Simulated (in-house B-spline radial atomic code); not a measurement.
The numbers below are computed, except where a source is named.
# Se ion on Hf atom: potential, deflection and energy transfer

The pair potential comes from two frozen, spherical free-atom densities (PBE, B-spline radial code, scalar-relativistic past argon): electrostatics plus the change in Thomas-Fermi kinetic and Dirac exchange energy where they overlap, the recipe behind the universal ZBL potential, which averages such potentials (from solid-state densities) over many pairs. It is written V = (Z1 Z2 e²/r) φ(r/a), with e² = 14.3996 eV·Å and a = 0.46850 Å/(Z1^0.23 + Z2^0.23); ZBL's fit is φ = 0.18175 e^(−3.1998x) + 0.50986 e^(−0.94229x) + 0.28022 e^(−0.4029x) + 0.02817 e^(−0.20162x). Where φ falls below 4e-4 it is continued as an exponential.

Masses 78.97 and 178.49 u.

```tsv
x = r/a	φ, this pair	φ, ZBL
0.1	0.8836	0.8928
0.25	0.757	0.7647
0.5	0.6051	0.6096
1	0.4127	0.4164
1.5	0.2956	0.2995
2	0.2184	0.2218
3	0.1267	0.1292
4	0.07748	0.08026
5	0.04994	0.05224
6.5	0.02715	0.02914
8	0.01559	0.01705
10	0.008147	0.008778
12	0.00455	0.00474
14.5	0.002341	0.002328
17	0.001258	0.001212
20	0.0006064	0.0005882
```

(1) At x = 5 the electrostatic, kinetic and exchange parts are -225.26, 4170.5 and -244.51 eV. Find r, V and φ.

(2) The ion comes in at 53.44 keV with impact parameter 0.0476 Å. The scattering integral gives a centre-of-mass angle of 139.6° and a closest approach of 2.136 a. What are the reduced energy, the energy passed on and the laboratory angles?

## Answers

(1) a = 0.46850/(2.2503 + 2.6742) = 0.09514 Å, so r = 0.47569 Å. V = -225.26 + 4170.5 + (-244.51) = 3700.73 eV. The bare repulsion is 34 × 72 × 14.3996/0.47569 = 74104 eV, so φ = 0.0499, -4.4 % against ZBL's 0.0522. The kinetic (Pauli) term is 113 % of V here, as the other two terms together attract.

(2) ε = E a M2/(Z1 Z2 e² (M1 + M2)) = 53440 × 1.8711e-06 = 0.1. The most that one collision can pass on is γE with γ = 4 M1 M2/(M1 + M2)² = 0.8506. Here T = γE sin²(θ/2) = 0.8506 × 53440 × 0.8809 = 40040 eV. The ion turns by arctan(sin θ/(cos θ + M1/M2)) = 116.2° (second quadrant: it bounces back), and the struck atom leaves at (180° − θ)/2 = 20.2°. The closest approach is 0.203 Å. With ZBL the angle would be 139.86° and T = 40110 eV.
